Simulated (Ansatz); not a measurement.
Mulliken charges of `C#C[O][SnH2][NH2]` from r2SCAN/def2-TZVPP in Ansatz (PBE0-D4/def2-TZVP geometry).

| atom | x (Å) | y (Å) | z (Å) | charge (e) |
| --- | --- | --- | --- | --- |
| C1 | -1.547 | 1.167 | 1.648 | -0.415 |
| C2 | -0.473 | 0.632 | 1.536 | 0.160 |
| O3 | 0.663 | 0.058 | 1.396 | -0.483 |
| Sn4 | 0.872 | -1.069 | -0.284 | 0.916 |
| N5 | 0.374 | 0.041 | -1.868 | -0.552 |
| H6 | -2.480 | 1.652 | 1.798 | 0.236 |
| H7 | 2.531 | -1.408 | -0.265 | -0.094 |
| H8 | -0.245 | -2.328 | -0.085 | -0.088 |
| H9 | 0.973 | 0.840 | -2.025 | 0.157 |
| H10 | -0.585 | 0.364 | -1.848 | 0.163 |

Task: By hand: the dipole of these point charges (1 e Å = 4.8032 D).

Result: Σ q r = (0.094, -0.495, -0.504) e Å, of length 0.713 e Å = 3.42 D.

Task: How does the dipole of the full density compare? (Best estimate.)

Result: Computed: (0.220, -0.268, -0.486) e Å, 2.87 D; the point charges give 1.19 times that, at 21° from its direction.

Point charges leave out the atoms' own dipoles, such as those of lone pairs, and Mulliken's split depends on the basis, so the two needn't agree.
